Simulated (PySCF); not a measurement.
C3H10GaN.
Bonds: N1–Ga2, Ga2–C3, C3–C4, C4–C5, C3–C5. Hydrogens: H6, H7, H8 on N1; H9, H10 on Ga2; H11 on C3; H12, H13 on C4; H14, H15 on C5.

Level: B3LYP/def2-SVPD in PySCF, non-relativistic, on one gas-phase PBE0-D3(BJ)/def2-SVP geometry that isn't relaxed in the solvent. The solvent is an IEF-PCM continuum (van der Waals radii × 1.2), and excitations are vertical TDDFT with non-equilibrium linear response and a frozen core. Specific hydrogen bonds and non-electrostatic terms are outside this model. Spin–orbit coupling is left out although an atom past zinc is present.

Gas-phase singlets (H = HOMO, L = LUMO):

```
state  E (eV)  λ (nm)      f  leading configurations
   S1   5.202     238  0.008                 H→L 99%
   S2   5.694     218  0.008               H-1→L 99%
   S3   6.272     198  0.035               H-2→L 98%
   S4   6.483     191  0.004               H→L+1 97%
   S5   6.777     183  0.020    H→L+2 60%, H-3→L 35%
```

Problem. How does the list change in tetrahydrofuran (ε = 7.426)?

Solution. 
```json
{"state": "S1", "E (eV)": "5.890", "λ (nm)": "210", "f": "0.022", "leading configurations": "H→L 97%", "change by rank (eV)": "+0.688"}
{"state": "S2", "E (eV)": "6.482", "λ (nm)": "191", "f": "0.006", "leading configurations": "H→L+1 96%", "change by rank (eV)": "+0.788"}
{"state": "S3", "E (eV)": "6.528", "λ (nm)": "190", "f": "0.037", "leading configurations": "H-1→L 97%", "change by rank (eV)": "+0.256"}
{"state": "S4", "E (eV)": "6.890", "λ (nm)": "180", "f": "0.050", "leading configurations": "H-2→L 97%", "change by rank (eV)": "+0.407"}
{"state": "S5", "E (eV)": "6.997", "λ (nm)": "177", "f": "0.065", "leading configurations": "H→L+2 91%", "change by rank (eV)": "+0.220"}
```

Problem. How does the list change in water (ε = 78.36)?

Solution. 
```json
{"state": "S1", "E (eV)": "5.993", "λ (nm)": "207", "f": "0.025", "leading configurations": "H→L 96%", "change by rank (eV)": "+0.791"}
{"state": "S2", "E (eV)": "6.478", "λ (nm)": "191", "f": "0.005", "leading configurations": "H→L+1 95%", "change by rank (eV)": "+0.784"}
{"state": "S3", "E (eV)": "6.676", "λ (nm)": "186", "f": "0.041", "leading configurations": "H-1→L 95%", "change by rank (eV)": "+0.404"}
{"state": "S4", "E (eV)": "6.977", "λ (nm)": "178", "f": "0.041", "leading configurations": "H-2→L 92%", "change by rank (eV)": "+0.494"}
{"state": "S5", "E (eV)": "7.021", "λ (nm)": "177", "f": "0.087", "leading configurations": "H→L+2 88%", "change by rank (eV)": "+0.244"}
```

Problem. How do the frontier levels move from gas to water?

Solution. 
```tsv
orbital	gas (eV)	solvent (eV)	change (eV)
LUMO+2	0.94	1.04	+0.10
LUMO+1	0.72	0.55	-0.17
LUMO	-0.66	0.07	+0.73
HOMO	-6.64	-6.78	-0.14
HOMO-1	-7.17	-7.52	-0.35
HOMO-2	-7.65	-7.70	-0.05
HOMO-3	-8.20	-8.32	-0.12
```

The HOMO–LUMO gap goes from 5.98 to 6.85 eV. Rows go by rank; for LUMO+1 and LUMO+2 the atom shares or the degeneracy differ between the runs, so the row needn't follow one orbital.

Conformer computed: `[NH3+:1][GaH2-:2][CH:3]1[CH2:4][CH2:5]1`: N1–Ga2–C3–C4 64°.
